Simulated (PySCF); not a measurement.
Dissociation curve of Cl3Ga, SMILES [Cl][Ga]([Cl])[Cl]. The Ga1–Cl4 bond (Ga1 also carries Cl, Cl; Cl4 carries nothing else) is varied alone, starting from the PBE0/def2-TZVP optimised geometry. Each curve is given relative to its own lowest point near equilibrium.

| R / Å | A | B | C |
|---|---|---|---|
| 1.69 | 3.527 | 3.527 | 3.496 |
| 1.80 | 1.646 | 1.646 | 1.641 |
| 1.91 | 0.612 | 0.612 | 0.617 |
| 2.00 | 0.185 | 0.185 | 0.190 |
| 2.03 | 0.103 | 0.103 | 0.108 |
| 2.11 | 0.000 | 0.000 | 0.000 |
| 2.20 | 0.035 | 0.035 | 0.026 |
| 2.25 | 0.105 | 0.105 | 0.089 |
| 2.34 | 0.295 | 0.295 | 0.265 |
| 2.43 | 0.543 | 0.543 | 0.497 |
| 2.63 | 1.198 | 1.198 | 1.112 |
| 2.83 | 1.890 | 1.890 | 1.762 |
| 3.19 | 2.750 | 3.042 | 2.834 |
| 3.52 | 3.027 | 3.923 | 3.631 |
| 3.85 | 3.130 | 4.644 | 4.247 |
| 4.19 | 3.169 | 5.245 | 4.727 |
| 4.60 | 3.180 | 5.814 | 5.151 |
| 5.21 | 3.179 | 6.411 | 5.565 |
| 5.68 | 3.181 | 6.723 | 5.769 |
| 6.35 | 3.183 | 7.027 | 5.957 |
| 7.37 | 3.184 | 7.312 | 6.126 |

Energies in eV.

Which curve belongs to which method? The methods are RHF/cc-pVDZ (PySCF); restricted M06-2X/cc-pVDZ (PySCF 2.14.0); UHF/cc-pVDZ in PySCF.

A is UHF; B is RHF; C is RKS-M06-2X.

At the longest distance RKS-M06-2X leaves fractional charges on the fragments, a sign of delocalisation error or of the restricted form. The restricted form behind RKS-M06-2X, RHF keeps the bonding electrons paired and can't separate into open-shell fragments. The unrestricted determinant behind UHF is spin-contaminated at 3.19 to 7.37 Å (<S²> up to 1.0, against 0.00 for a pure singlet).
